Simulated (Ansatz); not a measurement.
Born–Oppenheimer molecular dynamics of C3H11AlOSi (17 atoms, charge 0, multiplicity 1). It starts from a relaxed structure.

Theory: RKS PBE-D4/STO-3G in Ansatz 0.2.0.

* ensemble: NVT, Langevin thermostat
* time step: 1 fs
* steps asked: 166
* set temperature: 50 K
* friction: 0.005 /fs
* seed: 463871

First frame:

```xyz
17
Properties=species:S:1:pos:R:3
C -2.175 -2.197 -0.783
Al -0.863 -1.510 0.442
C 0.872 -1.050 -0.196
O -0.160 0.121 -0.196
Si 0.315 1.497 0.775
C 1.690 2.413 -0.111
H -2.291 -3.291 -0.687
H -3.175 -1.763 -0.613
H -1.915 -1.998 -1.837
H -1.092 -1.425 1.933
H 1.222 -1.168 -1.244
H 1.746 -0.808 0.447
H 0.759 1.054 2.095
H -0.896 2.300 0.892
H 1.364 2.769 -1.101
H 2.572 1.766 -0.255
H 2.009 3.290 0.478
```

**Question.** How far do the bonds stretch over the last three quarters of this one trajectory? (Pairs bonded in most of those frames.)

**Answer.** 
| bond | mean (Å) | spread (Å) | shortest | longest |
| --- | --- | --- | --- | --- |
| C1–Al2 | 1.923 | 0.007 | 1.91 | 1.94 |
| C1–H7 | 1.104 | 0.007 | 1.09 | 1.12 |
| C1–H8 | 1.105 | 0.014 | 1.08 | 1.13 |
| C1–H9 | 1.104 | 0.006 | 1.09 | 1.12 |
| Al2–C3 | 1.908 | 0.005 | 1.90 | 1.92 |
| Al2–O4 | 1.879 | 0.009 | 1.86 | 1.90 |
| Al2–H10 | 1.511 | 0.010 | 1.49 | 1.53 |
| C3–O4 | 1.551 | 0.011 | 1.53 | 1.58 |
| C3–H11 | 1.112 | 0.011 | 1.09 | 1.14 |
| C3–H12 | 1.113 | 0.015 | 1.09 | 1.14 |
| O4–Si5 | 1.745 | 0.009 | 1.73 | 1.76 |
| Si5–C6 | 1.877 | 0.008 | 1.86 | 1.89 |
| Si5–H13 | 1.463 | 0.011 | 1.44 | 1.49 |
| Si5–H14 | 1.458 | 0.008 | 1.44 | 1.48 |
| C6–H15 | 1.102 | 0.005 | 1.09 | 1.11 |
| C6–H16 | 1.103 | 0.010 | 1.09 | 1.12 |
| C6–H17 | 1.103 | 0.005 | 1.09 | 1.11 |

Mean temperature of the second half: 38 K. The mean temperature of the second half is 24 % below the set value. A run of 0.17 ps of so small a system gives no equilibrium averages. Limits of this set-up: minimal basis.

Run time: 8.2 min on 1 thread of Arm Neoverse V1, on a shared host, peak memory 0.09 GiB.
